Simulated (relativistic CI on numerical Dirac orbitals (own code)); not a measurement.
**Slater and spin-orbit integrals, Se XXVIII**

These numbers are calculated, not measured: Dirac-Coulomb-Breit CI, orbitals from a KLI potential per configuration, model QED, unscaled Slater integrals (own radial code, finite nucleus).

Slater integrals F^k, G^k are unscaled and averaged over j, outside the closed core 1s2; ζ comes from projecting the Hamiltonian with its Breit term on Σ l·s of the shell.

- 2s2 2p3: F^2(2p,2p) = 594490, ζ(2p) = 244660 cm⁻¹; <r>(2p) = 0.1603, <r^2>(2p) = 0.03113 (bohr units).
- 2s 2p4: F^2(2p,2p) = 593010, G^1(2s,2p) = 636030, ζ(2p) = 242890 cm⁻¹; <r>(2s) = 0.1862, <r^2>(2s) = 0.04066, <r>(2p) = 0.1607, <r^2>(2p) = 0.03128 (bohr units).
- 2p5: ζ(2p) = 241170 cm⁻¹; <r>(2p) = 0.1612, <r^2>(2p) = 0.03148 (bohr units).

Averages of the first 10 configurations, taken without configuration mixing, which lowers the lowest level and can move excited configurations by several eV; other configurations of the list can lie among them:

```csv
Configuration,Parity,States,Average energy above the lowest level (eV)
2s2 2p3,odd,20,50.1
2s 2p4,even,30,209.9
2p5,odd,6,395.2
2p4 3s,even,30,2029.3
2p4 3p,odd,90,2073.6
2p4 3d,even,150,2121.6
2s2 2p2 3s,even,30,1717.9
2s2 2p2 3p,odd,90,1766.0
2s2 2p2 3d,even,150,1814.4
2s 2p3 3s,odd,80,1860.7
```
